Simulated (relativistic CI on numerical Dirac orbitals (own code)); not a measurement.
**Sensitivity of the levels of Li+ to α**

Calculated at this level of theory: Dirac-Coulomb-Breit CI, orbitals from a KLI potential per configuration, valence Slater integrals scaled by 0.85, P86 correlation energy added to each configuration, derivatives by finite differences, QED left out (own radial code, finite nucleus).

Configurations in the expansion: 1s2, 1s 2s, 1s 2p, 1s 3s, 1s 3p. Levels of other configurations are missing.

With x = (α/α₀)² − 1 an excitation energy changes as ω = ω₀ + qx; K = 2q/ω₀ is the relative enhancement. Terms are leading LS components, so labels can repeat.

Lowest level 1s2 1S_0.

| Level | ω₀ (cm⁻¹) | q (cm⁻¹) |
| --- | --- | --- |
| 1s 2s 3S_1 | 470144 | -18.24 |
| 1s 2s 1S_0 | 483167 | -5.858 |
| 1s 2p 3P°_1 | 488704 | -2.876 |
| 1s 2p 3P°_2 | 488705 | -1.422 |
| 1s 2p 3P°_0 | 488710 | 2.912 |
| 1s 2p 1P°_1 | 496519 | -7.079 |
| 1s 3s 3S_1 | 549577 | -6.927 |
| 1s 3s 1S_0 | 553514 | -2.223 |
| 1s 3p 3P°_1 | 554383 | -2.643 |
| 1s 3p 3P°_2 | 554383 | -2.363 |
| 1s 3p 3P°_0 | 554384 | -0.9316 |
| 1s 3p 1P°_1 | 557228 | -3.988 |

For a near-neutral ion this model can misplace configurations by up to about 10,000 cm⁻¹ (more where the count of f electrons changes) and terms by 10 to 25 % of their spread. Rates follow the energies as ν³ (E1, M1) or ν⁵ (E2), so they and the lifetimes can be off by large factors. The fine structure of a lone outer electron comes out too small, for d and f at times inverted, and misplaced configurations move strength between like terms.

(1) Which transition from the lowest level has the largest |K|?

Answers

(1) 1s 2s 3S_1 at 470144 cm⁻¹, K = -7.76e-05.
